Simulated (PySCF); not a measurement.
Se(NH2)2, SMILES N[Se]N (PBE0/def2-SVP optimised geometry):

```
7

Se    -0.828    -1.128     0.000
N      1.000    -1.128     0.000
H      1.427    -0.742     0.838
H      1.427    -0.742    -0.838
N     -1.427     0.598     0.000
H     -1.202     1.128    -0.838
H     -1.202     1.128     0.838
```

Method: PBE0/def2-TZVP (PySCF).

Q: What are the frontier orbital energies and the dipole moment?

A: HOMO-2 -8.53 eV, HOMO-1 -7.36 eV, HOMO -6.39 eV, LUMO 0.27 eV, LUMO+1 0.46 eV; dipole moment 2.88 D.

On the same geometry PBE/def2-TZVP run with PySCF 2.14.0 gives HOMO-2 -7.04 eV, HOMO-1 -5.92 eV, HOMO -5.18 eV, LUMO -0.60 eV, LUMO+1 -0.46 eV; dipole moment 2.84 D.

Meta-Löwdin charges at PBE0/def2-TZVP: Se1 0.37, N2 -0.64, H3 0.23, H4 0.23, N5 -0.64, H6 0.23, H7 0.23.
